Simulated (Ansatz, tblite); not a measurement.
Removing and adding an electron: the cluster Be3S2. The state is a singlet with charge 0. Geometry: r2SCAN-D4/def2-TZVP. Ansatz, gas phase; energy differences of separate SCF runs; the oxidised species was run as a doublet alone; the reduced species was run as a doublet alone.

```tsv
atom	x (Å)	y (Å)	z (Å)
Be1	-1.254	-0.627	0.464
Be2	0.639	0.513	0.364
Be3	-0.263	-0.592	-1.327
S4	1.366	0.386	-1.424
S5	-0.487	0.320	1.924
```

The xTB rows come from tblite. Correlated methods freeze 10 core orbitals. The structure comes from a short search, and lower isomers may exist.

Q: Estimate orbital energies and vertical ionisation energies and electron affinities at: GFN1-xTB; GFN2-xTB; HF/def2-TZVPD; HF/def2-TZVPP; PBE-D4/def2-TZVP; PBE-D4/def2-TZVPD; r2SCAN-D4/def2-TZVP; r2SCAN-D4/def2-TZVPD; PBE0-D4/def2-TZVP; PBE0-D4/def2-TZVPD; MP2/def2-TZVPD; MP2/def2-TZVPP; CCSD/def2-TZVPD; CCSD/def2-TZVPP; CCSD(T)/def2-TZVPD; CCSD(T)/def2-TZVPP.

A: 
```json
{"level": "GFN1-xTB", "−HOMO (eV)": "9.75", "vertical IE (eV)": "12.82", "−LUMO (eV)": "6.83", "vertical EA (eV)": "3.74", "HOMO–LUMO gap (eV)": "2.92", "IE − EA (eV)": "9.08", "remarks": "–"}
{"level": "GFN2-xTB", "−HOMO (eV)": "10.24", "vertical IE (eV)": "13.19", "−LUMO (eV)": "6.98", "vertical EA (eV)": "–", "HOMO–LUMO gap (eV)": "3.27", "IE − EA (eV)": "–", "remarks": "–"}
{"level": "HF/def2-TZVPD", "−HOMO (eV)": "–", "vertical IE (eV)": "–", "−LUMO (eV)": "–", "vertical EA (eV)": "0.27", "HOMO–LUMO gap (eV)": "–", "IE − EA (eV)": "–", "remarks": "–"}
{"level": "HF/def2-TZVPP", "−HOMO (eV)": "–", "vertical IE (eV)": "8.03", "−LUMO (eV)": "–", "vertical EA (eV)": "–", "HOMO–LUMO gap (eV)": "–", "IE − EA (eV)": "–", "remarks": "–"}
{"level": "PBE-D4/def2-TZVP", "−HOMO (eV)": "5.75", "vertical IE (eV)": "8.55", "−LUMO (eV)": "3.31", "vertical EA (eV)": "–", "HOMO–LUMO gap (eV)": "2.45", "IE − EA (eV)": "–", "remarks": "–"}
{"level": "PBE-D4/def2-TZVPD", "−HOMO (eV)": "5.80", "vertical IE (eV)": "–", "−LUMO (eV)": "3.35", "vertical EA (eV)": "1.22", "HOMO–LUMO gap (eV)": "2.45", "IE − EA (eV)": "–", "remarks": "HOMO above zero (-1 doublet)"}
{"level": "r2SCAN-D4/def2-TZVP", "−HOMO (eV)": "5.95", "vertical IE (eV)": "8.51", "−LUMO (eV)": "3.05", "vertical EA (eV)": "–", "HOMO–LUMO gap (eV)": "2.90", "IE − EA (eV)": "–", "remarks": "–"}
{"level": "r2SCAN-D4/def2-TZVPD", "−HOMO (eV)": "5.98", "vertical IE (eV)": "–", "−LUMO (eV)": "3.08", "vertical EA (eV)": "1.20", "HOMO–LUMO gap (eV)": "2.90", "IE − EA (eV)": "–", "remarks": "HOMO above zero (-1 doublet)"}
{"level": "PBE0-D4/def2-TZVP", "−HOMO (eV)": "6.77", "vertical IE (eV)": "8.70", "−LUMO (eV)": "2.55", "vertical EA (eV)": "–", "HOMO–LUMO gap (eV)": "4.23", "IE − EA (eV)": "–", "remarks": "–"}
{"level": "PBE0-D4/def2-TZVPD", "−HOMO (eV)": "6.81", "vertical IE (eV)": "–", "−LUMO (eV)": "2.58", "vertical EA (eV)": "1.15", "HOMO–LUMO gap (eV)": "4.23", "IE − EA (eV)": "–", "remarks": "HOMO above zero (-1 doublet)"}
{"level": "MP2/def2-TZVPD", "−HOMO (eV)": "–", "vertical IE (eV)": "–", "−LUMO (eV)": "–", "vertical EA (eV)": "0.75", "HOMO–LUMO gap (eV)": "–", "IE − EA (eV)": "–", "remarks": "–"}
{"level": "MP2/def2-TZVPP", "−HOMO (eV)": "–", "vertical IE (eV)": "8.60", "−LUMO (eV)": "–", "vertical EA (eV)": "–", "HOMO–LUMO gap (eV)": "–", "IE − EA (eV)": "–", "remarks": "–"}
{"level": "CCSD/def2-TZVPD", "−HOMO (eV)": "–", "vertical IE (eV)": "–", "−LUMO (eV)": "–", "vertical EA (eV)": "0.84", "HOMO–LUMO gap (eV)": "–", "IE − EA (eV)": "–", "remarks": "–"}
{"level": "CCSD/def2-TZVPP", "−HOMO (eV)": "–", "vertical IE (eV)": "8.73", "−LUMO (eV)": "–", "vertical EA (eV)": "–", "HOMO–LUMO gap (eV)": "–", "IE − EA (eV)": "–", "remarks": "–"}
{"level": "CCSD(T)/def2-TZVPD", "−HOMO (eV)": "–", "vertical IE (eV)": "–", "−LUMO (eV)": "–", "vertical EA (eV)": "0.91", "HOMO–LUMO gap (eV)": "–", "IE − EA (eV)": "–", "remarks": "–"}
{"level": "CCSD(T)/def2-TZVPP", "−HOMO (eV)": "–", "vertical IE (eV)": "8.70", "−LUMO (eV)": "–", "vertical EA (eV)": "–", "HOMO–LUMO gap (eV)": "–", "IE − EA (eV)": "–", "remarks": "–"}
```

   A HOMO above zero means that the electron is unbound at that level or that self-interaction error raises the level; the energy of removing that electron tells which. Raw xTB energy differences between charge states are shifted by several eV; the methods need an empirical correction for them.
